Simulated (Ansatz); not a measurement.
Consider the formal exchange of groups at a C–C bond: `C#CC#C` + `F[CH]([AlH2])[SiH3]` → `C#C[SiH2][CH](F)[AlH2]` + `C#C`.

Gas-phase electronic energies from Ansatz, PBE0-D4/def2-TZVP geometries. CCSD(T)/CBS adds triple-zeta CCSD(T) − MP2 to the extrapolated MP2 energy (def2 sets, frozen cores). This one scheme is used for every species. Each species was taken in one conformer, which may not be the lowest.

`C#CC#C`:

Cartesian coordinates in Å:
```
C 0.986 1.455 0.685
C 0.356 0.526 0.248
C -0.357 -0.526 -0.248
C -0.986 -1.455 -0.685
H 1.543 2.276 1.072
H -1.543 -2.276 -1.072
```

`F[CH]([AlH2])[SiH3]`:

```xyz
10

F     1.482   -0.897   -0.943
C     0.760    0.002   -0.127
Al   -0.198    1.336   -1.231
Si   -0.359   -0.983    1.034
H     1.488    0.525    0.512
H    -0.205    1.196   -2.806
H    -0.953    2.506   -0.470
H    -1.448   -1.645    0.264
H     0.403   -2.020    1.776
H    -0.970   -0.021    1.991
```

`C#C[SiH2][CH](F)[AlH2]`:

```xyz
12

C    -1.953   -0.284   -0.916
C    -0.834   -0.752   -0.899
Si    0.952   -1.106   -0.516
C     1.130    0.109    0.900
F     0.927   -0.547    2.129
Al   -0.435    1.314    0.452
H    -2.959    0.071   -0.972
H     1.727   -0.724   -1.722
H     1.100   -2.548   -0.204
H     2.104    0.606    0.926
H    -0.156    2.385   -0.690
H    -1.604    1.475    1.511
```

`C#C`:

```xyz
4

C     0.434   -0.343   -0.228
C    -0.434    0.343    0.228
H     1.206   -0.955   -0.633
H    -1.206    0.955    0.633
```

```
                 species  CCSD(T)/CBS(def2) energy (Eh)
                `C#CC#C`                     -153.27209
   `F[CH]([AlH2])[SiH3]`                     -672.50092
`C#C[SiH2][CH](F)[AlH2]`                     -748.56773
                   `C#C`                      -77.22717
```

Question: Work out ΔE.

Answer: ΔE = (-748.56773) + (-77.22717) − (-153.27209) − (-672.50092) = -0.02189 Eh = -0.60 eV.

Largest T1 diagnostic among the species: 0.014.

From PBE to PBE0 (25 % exact exchange), in def2-TZVPP and without D4, ΔE moves by −0.11 eV. In def2-TZVPP, CCSD(T) changes the Hartree–Fock value by −0.13 eV (the triples alone add −0.01 eV) and MP2 by −0.09 eV. The D4 term adds −0.11 eV with B3LYP and −0.06 eV with PBE0; it sums over pairs of atoms, weighted by their polarisabilities, and B3LYP, whose exchange is more repulsive, gets the larger term.

B3LYP here is the variant with VWN-RPA as its local correlation; programs differ in this.
